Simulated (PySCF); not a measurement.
Compound: C₄H₆BF.
Numbering: `[BH2:1][C:2]1=[C:3]([F:4])[CH2:5][CH2:6]1` (hydrogens: H7, H8 on B1; H9, H10 on C5; H11, H12 on C6)

Computed by this run: PBE0-D3(BJ)/def2-SVP geometry optimisation, gas phase in PySCF 2.14.0; density fitting, grid level 1; the optimiser is geomeTRIC in internal coordinates, started from a GFN2-xTB structure with every atom displaced at random (about 0.01 Å).

Step 0: E = -7622.7954 eV
```
atom  x, y, z in Å  |  force x, y, z in eV/Å
B1      2.1277    0.0807    0.1744   -2.118   1.187   0.260
C2      0.5789    0.0816    0.0674    0.917   0.067   0.088
C3     -0.4260    0.9442    0.3685    1.085   1.152   0.530
F4     -0.3987    2.1797    0.8991   -0.299  -1.301  -0.576
C5     -1.5503    0.0937   -0.0655   -0.493  -0.179   1.091
C6     -0.4517   -0.9225   -0.4282    0.104   0.022   0.528
H7      2.6490    1.0466    0.6091    0.413   0.515   0.287
H8      2.7360   -0.8152   -0.1870    0.994  -1.464  -0.538
H9     -2.2309   -0.2067    0.7597    0.087   0.031  -0.267
H10    -2.1336    0.4825   -0.8794   -0.593   0.304  -0.756
H11    -0.3894   -1.1597   -1.4796    0.019  -0.156  -0.734
H12    -0.4745   -1.8526    0.1492   -0.116  -0.179   0.087
```

Step 1: E = -7622.8918 eV
```
atom  x, y, z in Å  |  force x, y, z in eV/Å
B1      2.1255    0.1251    0.1482    0.091  -0.420  -0.024
C2      0.6079    0.1041    0.0525    0.137   0.200  -0.016
C3     -0.4014    0.9489    0.3861   -0.845  -0.648  -0.067
F4     -0.5212    2.0606    1.0416    0.485   0.673   0.148
C5     -1.5475    0.1180   -0.0725    0.121  -0.066  -0.207
C6     -0.4365   -0.9110   -0.4266   -0.047  -0.076  -0.079
H7      2.7410    1.1103    0.4736   -0.038   0.063   0.032
H8      2.7245   -0.9065   -0.1142   -0.006   0.262   0.029
H9     -2.2504   -0.1857    0.7138   -0.097  -0.028   0.119
H10    -2.1263    0.5165   -0.9258    0.109   0.001   0.084
H11    -0.3909   -1.2104   -1.4849    0.047   0.057  -0.003
H12    -0.4882   -1.8177    0.1956    0.044  -0.018  -0.016
```

Step 2: E = -7622.9331 eV
```
atom  x, y, z in Å  |  force x, y, z in eV/Å
B1      2.1191    0.1133    0.1622   -0.104   0.048   0.005
C2      0.6006    0.0831    0.0540   -0.268  -0.247  -0.266
C3     -0.4087    0.9305    0.3758    0.547   0.015   0.319
F4     -0.3815    2.0808    0.9962   -0.252   0.237  -0.067
C5     -1.5648    0.1094   -0.0639    0.067  -0.025  -0.089
C6     -0.4517   -0.9226   -0.4351   -0.056  -0.112   0.106
H7      2.6514    1.1385    0.5150    0.103  -0.030   0.037
H8      2.7779   -0.8678   -0.1129   -0.020   0.104   0.018
H9     -2.2689   -0.1882    0.7305    0.030  -0.020  -0.016
H10    -2.1382    0.5186   -0.9114    0.000   0.000   0.005
H11    -0.4019   -1.2051   -1.4975   -0.021   0.062  -0.015
H12    -0.4969   -1.8382    0.1747   -0.025  -0.031  -0.036
```

**Question.** Estimate the geometry and energy of step 3. (The exact step hangs on the optimiser's Hessian estimate; all steps are aligned on step 2, rigid shifts and turns removed.)

**Answer.** E = -7622.9515 eV, largest force 0.219 eV/Å
```
atom  x, y, z in Å  |  force x, y, z in eV/Å
B1      2.1134    0.1181    0.1646   -0.034  -0.003  -0.003
C2      0.5959    0.0641    0.0509    0.085   0.018  -0.052
C3     -0.3944    0.9290    0.3850    0.062   0.006   0.091
F4     -0.3859    2.1062    0.9647   -0.042  -0.140  -0.157
C5     -1.5541    0.1077   -0.0556   -0.066   0.009  -0.014
C6     -0.4594   -0.9371   -0.4366   -0.027   0.076   0.204
H7      2.6472    1.1343    0.5447    0.009  -0.021   0.027
H8      2.7863   -0.8431   -0.1262    0.040   0.003  -0.016
H9     -2.2615   -0.1848    0.7385    0.023  -0.020  -0.034
H10    -2.1225    0.5225   -0.9026   -0.043   0.022  -0.006
H11    -0.4180   -1.2053   -1.5030   -0.002   0.057  -0.006
H12    -0.5107   -1.8593    0.1631   -0.007  -0.008  -0.034
```

The energy changes by -0.0184 eV. The first-order estimate −F·Δx gives -0.0344 eV and the mean of the old and new forces, exact on a quadratic surface, -0.0183 eV. The step makes an angle of 61° with the force vector and moves no atom by more than 0.041 Å.

What follows is the cost of the whole optimisation. On one thread, Arm Neoverse V2 (aarch64) (shared host), this took 32 s wall and 0.47 GiB of memory at its peak.
